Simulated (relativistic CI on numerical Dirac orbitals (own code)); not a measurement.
## Level scheme of In XLI

Computed by Dirac-Coulomb-Breit CI, separate exchange-only KLI orbitals for each configuration, QED by a radiative potential, unscaled Slater integrals (own radial code, finite nucleus).

CI space (outside the closed core 1s2): 2s2 2p5, 2s 2p6, 2p6 3s, 2p6 3p, 2p6 3d, 2s2 2p4 3s, 2s2 2p4 3p, 2s2 2p4 3d, 2s 2p5 3s, 2s 2p5 3p, 2s 2p5 3d, 2s2 2p4 4s, 2s2 2p4 4p, 2s2 2p4 4d, 2s2 2p4 4f, 2s 2p5 4s, 2s 2p5 4p, 2s 2p5 4d, 2s 2p5 4f, 2s2 2p3 3s2, 2s2 2p4 5s, 2s2 2p3 3s 3p, 2s2 2p4 5p, 2s2 2p4 5d, 2s2 2p4 5f, 2s2 2p4 5g, 2s2 2p3 3p2, 2s2 2p3 3s 3d, 2s2 2p3 3p 3d, 2s 2p4 3s2, 2s2 2p3 3d2, 2s 2p4 3s 3p, 2s 2p4 3p2, 2s 2p4 3s 3d, 2s 2p5 5s, 2s 2p5 5p. Levels of other configurations are missing.

The lowest level is 2s2 2p5 2P°_3/2, with 100 % of that term; Hund's rules for 2s2 2p5 give 2P° with J = 3/2, in agreement.

| No. | Configuration | Term | J | E (10³ cm⁻¹) | % | Next component (%) | Landé g |
| --- | --- | --- | --- | --- | --- | --- | --- |
| 1 | 2s2 2p5 | 2P° | 3/2 | 0.0 | 100 |  | 1.319 |
| 2 | 2s2 2p5 | 2P° | 1/2 | 1755.9 | 100 |  | 0.647 |
| 3 | 2s 2p6 | 2S | 1/2 | 3929.1 | 100 |  | 1.983 |
| 4 | 2s2 2p4 3s | 4P | 5/2 | 28109.7 | 72 | 28 2D | 1.477 |
| 5 | 2s2 2p4 3s | 2P | 3/2 | 28164.2 | 58 | 29 2D | 1.213 |
| 6 | 2s2 2p4 3s | 2S | 1/2 | 28396.1 | 60 | 28 4P | 2.016 |
| 7 | 2s2 2p4 3p | 4P° | 3/2 | 28714.6 | 35 | 25 2P° | 1.492 |
| 8 | 2s2 2p4 3p | 2D° | 5/2 | 28735.3 | 35 | 29 4D° | 1.222 |
| 9 | 2s2 2p4 3p | 2P° | 1/2 | 28978.2 | 73 | 18 4D° | 0.700 |
| 10 | 2s2 2p4 3p | 2D° | 5/2 | 29189.8 | 49 | 42 4P° | 1.332 |
| 11 | 2s2 2p4 3p | 4D° | 7/2 | 29195.8 | 72 | 28 2F° | 1.337 |
| 12 | 2s2 2p4 3p | 2P° | 1/2 | 29207.3 | 45 | 40 2S° | 1.281 |
| 13 | 2s2 2p4 3p | 2P° | 3/2 | 29412.1 | 41 | 31 2D° | 1.339 |
| 14 | 2s2 2p4 3p | 2P° | 3/2 | 29517.9 | 62 | 18 4D° | 1.317 |
| 15 | 2s2 2p4 3s | 4P | 3/2 | 29842.7 | 83 | 13 2P | 1.654 |
| 16 | 2s2 2p4 3s | 2P | 1/2 | 29890.0 | 65 | 33 4P | 1.310 |
| 17 | 2s2 2p4 3d | 4D | 3/2 | 29905.0 | 34 | 30 2D | 1.187 |
| 18 | 2s2 2p4 3d | 4D | 5/2 | 29911.2 | 44 | 18 2D | 1.227 |
| 19 | 2s2 2p4 3d | 4P | 1/2 | 29931.6 | 41 | 37 2P | 1.417 |
| 20 | 2s2 2p4 3d | 4F | 7/2 | 29936.4 | 34 | 31 2F | 1.148 |
| 21 | 2s2 2p4 3s | 2D | 5/2 | 29976.6 | 69 | 27 4P | 1.289 |
| 22 | 2s2 2p4 3s | 2D | 3/2 | 30004.5 | 68 | 27 2P | 0.963 |
| 23 | 2s2 2p4 3d | 2F | 7/2 | 30018.0 | 53 | 37 4D | 1.222 |
| 24 | 2s2 2p4 3d | 4F | 9/2 | 30026.6 | 71 | 29 2G | 1.260 |
| 25 | 2s2 2p4 3d | 2P | 1/2 | 30100.7 | 46 | 25 4P | 1.493 |
| 26 | 2s2 2p4 3d | 2D | 3/2 | 30146.8 | 55 | 24 4P | 1.072 |
| 27 | 2s2 2p4 3d | 2D | 5/2 | 30214.7 | 45 | 29 2F | 1.181 |
| 28 | 2s2 2p4 3d | 2D | 3/2 | 30262.1 | 40 | 34 2P | 0.955 |
| 29 | 2s2 2p4 3d | 2D | 5/2 | 30360.5 | 64 | 14 4F | 1.184 |
| 30 | 2s2 2p4 3p | 4P° | 1/2 | 30434.7 | 55 | 24 4D° | 1.858 |
| 31 | 2s2 2p4 3p | 4D° | 3/2 | 30480.2 | 52 | 25 2P° | 1.173 |
| 32 | 2s2 2p4 3p | 2F° | 5/2 | 30581.4 | 56 | 30 2D° | 1.030 |
| 33 | 2s2 2p4 3p | 2P° | 3/2 | 30759.4 | 58 | 19 2D° | 1.313 |
| 34 | 2s2 2p4 3p | 4D° | 5/2 | 30911.8 | 55 | 29 4P° | 1.404 |
| 35 | 2s2 2p4 3p | 2P° | 1/2 | 30949.2 | 36 | 28 2S° | 1.429 |
| 36 | 2s2 2p4 3p | 2D° | 3/2 | 30961.0 | 50 | 26 4S° | 1.319 |
| 37 | 2s2 2p4 3p | 2F° | 7/2 | 31050.8 | 72 | 28 4D° | 1.213 |
| 38 | 2s2 2p4 3p | 2D° | 3/2 | 31054.7 | 43 | 42 2P° | 1.171 |
| 39 | 2s2 2p4 3p | 2D° | 5/2 | 31101.1 | 72 | 14 2F° | 1.185 |
| 40 | 2s2 2p4 3p | 2P° | 1/2 | 31324.4 | 83 | 10 4D° | 0.661 |
| 41 | 2s2 2p4 3d | 4D | 1/2 | 31603.3 | 80 | 16 2P | 0.207 |
| 42 | 2s2 2p4 3d | 4D | 3/2 | 31660.8 | 37 | 29 4F | 1.003 |
| 43 | 2s2 2p4 3d | 4F | 5/2 | 31707.5 | 56 | 23 2D | 1.041 |
| 44 | 2s 2p5 3s | 4P° | 5/2 | 31739.1 | 98 | 2 2s2 2p4 3p 4P° | 1.585 |
| 45 | 2s2 2p4 3d | 4F | 7/2 | 31743.1 | 46 | 38 4D | 1.289 |

Energies count from the lowest computed level; ° marks odd parity.

The mean weight of the leading LS term, summed over parents, in these 45 levels is 59 %, and that of the leading jj configuration (from the same eigenvectors) 95 %, so jj coupling describes them better and the LS labels are nominal.

At this charge energies of transitions that change n are usually good to better than 1 %, and those within a shell (Δn = 0) to a few per cent.

LS names give the leading component of a level, which can be under half, so a name can repeat, a term be missing and a line seem to break the LS rules.
